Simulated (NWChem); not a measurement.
System: CH5FOSi; SMILES OC[SiH2]F

Parts of the log:

```
             Northwest Computational Chemistry Package (NWChem) 7.3.0
             --------------------------------------------------------

                             Geometry "geometry" -> ""
                             -------------------------

 Output coordinates in angstroms (scale by  1.889725989 to convert to a.u.)

  No.       Tag          Charge          X              Y              Z
 ---- ---------------- ---------- -------------- -------------- --------------
    1 O                    8.0000     0.61023200    -1.83814500     0.22408800
    2 C                    6.0000    -0.37738600    -1.07541200    -0.43268300
    3 Si                  14.0000    -0.46284900     0.71555500     0.14719000
    4 F                    9.0000     0.88858100     1.51844000    -0.27118100
    5 H                    1.0000     0.40198600    -1.86092800     1.16385500
    6 H                    1.0000    -1.39051500    -1.52829200    -0.36042200
    7 H                    1.0000    -0.13291000    -1.08572200    -1.50874200
    8 H                    1.0000    -1.62414000     1.42158600    -0.46808900
    9 H                    1.0000    -0.55388800     0.74128900     1.63796400

 Effective nuclear repulsion energy (a.u.)     173.8389728645

                              NWChem Property Module
                              ----------------------

  itol2e modified to match energy
  convergence criterion.

                                 NWChem DFT Module
                                 -----------------

 Summary of "ao basis" -> "ao basis" (spherical)
 ------------------------------------------------------------------------------
       Tag                 Description            Shells   Functions and Types
 ---------------- ------------------------------  ------  ---------------------
 O                          pcsseg-1                 7       17   3s3p1d
 C                          pcsseg-1                 7       17   3s3p1d
 Si                         pcsseg-1                10       24   4s5p1d
 F                          pcsseg-1                 7       17   3s3p1d
 H                          pcsseg-1                 3        5   2s1p

  itol2e modified to match energy
  convergence criterion.

[...]

          -----------------------------------------
          Chemical Shielding Tensors (GIAO, in ppm)
          -----------------------------------------

                                NWChem CPHF Module
                                ------------------

  scftype          =     RHF
  nclosed          =       21
  nopen            =        0
  variables        =     1659
  # of vectors     =        3
  tolerance        = 0.10D-03
  level shift      = 0.00D+00
  max iterations   =       50
  max subspace     =       30

 SCF residual:    7.3895859424143989E-005

Iterative solution of linear equations
  No. of variables     1659
  No. of equations        3
  Maximum subspace       30
        Iterations       50
       Convergence  1.0D-04

   iter   nsub   residual    time
   ----  ------  --------  ---------
     1      3    4.91D-01      40.3
     2      6    4.27D-02      45.8
     3      9    8.03D-03      51.4
     4     12    7.55D-04      57.0
     5     15    6.68D-05      62.6

      Atom:    1  O
        Diamagnetic
    385.7444    -10.1148      6.1136
    -10.1148    383.0313     -8.0970
      6.1136     -8.0970    398.3046

        Paramagnetic
    -81.6853     10.7355    -44.3214
     10.7355    -74.0843      7.6559
    -44.3214      7.6559      5.0359

        Total Shielding Tensor
    304.0591      0.6207    -38.2078
      0.6207    308.9469     -0.4411
    -38.2078     -0.4411    403.3405

           isotropic =     338.7822
          anisotropy =     116.3449

          Principal Components and Axis System
                 1           2           3
              416.3455    308.9545    291.0467

      1        -0.3222      0.0217      0.9464
      2        -0.0057      0.9997     -0.0249
      3         0.9467      0.0135      0.3219

      Atom:    2  C
        Diamagnetic
    250.7987     -6.3886      4.9334
     -6.3886    253.0226     -2.1717
      4.9334     -2.1717    244.2912

        Paramagnetic
   -112.2496    -15.5945     14.7242
    -15.5945   -115.8533    -12.7763
     14.7242    -12.7763   -132.6056

        Total Shielding Tensor
    138.5491    -21.9831     19.6576
    -21.9831    137.1692    -14.9480
     19.6576    -14.9480    111.6856

           isotropic =     129.1347
          anisotropy =      61.5411

          Principal Components and Axis System
                 1           2           3
              170.1621    116.3353    100.9066

      1         0.6765      0.6210     -0.3958
      2        -0.6263      0.7679      0.1345
      3         0.3875      0.1569      0.9084

      Atom:    3  Si
        Diamagnetic
    878.3259      2.1124     -1.7804
      2.1124    880.0068     -0.0351
     -1.7804     -0.0351    873.4467

        Paramagnetic
   -514.4281     33.5035    -32.7965
     33.5035   -503.6149      2.6752
    -32.7965      2.6752   -539.9839

        Total Shielding Tensor
    363.8978     35.6159    -34.5769
     35.6159    376.3919      2.6401
    -34.5769      2.6401    333.4628

           isotropic =     357.9175
          anisotropy =      81.5098

          Principal Components and Axis System
                 1           2           3
              412.2574    358.0232    303.4720

      1         0.6912      0.3935      0.6061
      2         0.6657     -0.6730     -0.3224
      3        -0.2810     -0.6263      0.7271

      Atom:    4  F
        Diamagnetic
    482.1447     11.4963     -6.0198
     11.4963    473.5108     -3.1489
     -6.0198     -3.1489    465.3442

[...]
```

Level: BHandHLYP/pcSseg-1, GIAO. Structure relaxed at the PBE0/def2-SVP level. The printed shielding anisotropy is the first printed principal value minus the mean of the other two.

Q: Reconstruct the input file.

A: Several could match; the one computed here: the input that was run:
```
start job
memory heap 200 mb stack 900 mb global 1100 mb
geometry units angstroms noautosym nocenter noautoz
  O      0.610232    -1.838145     0.224088
  C     -0.377386    -1.075412    -0.432683
  Si    -0.462849     0.715555     0.147190
  F      0.888581     1.518440    -0.271181
  H      0.401986    -1.860928     1.163855
  H     -1.390515    -1.528292    -0.360422
  H     -0.132910    -1.085722    -1.508742
  H     -1.624140     1.421586    -0.468089
  H     -0.553888     0.741289     1.637964
end
basis spherical
  * library pcsseg-1
end
dft
  xc bhlyp
  iterations 150
end
property
  shielding
end
task dft property
```
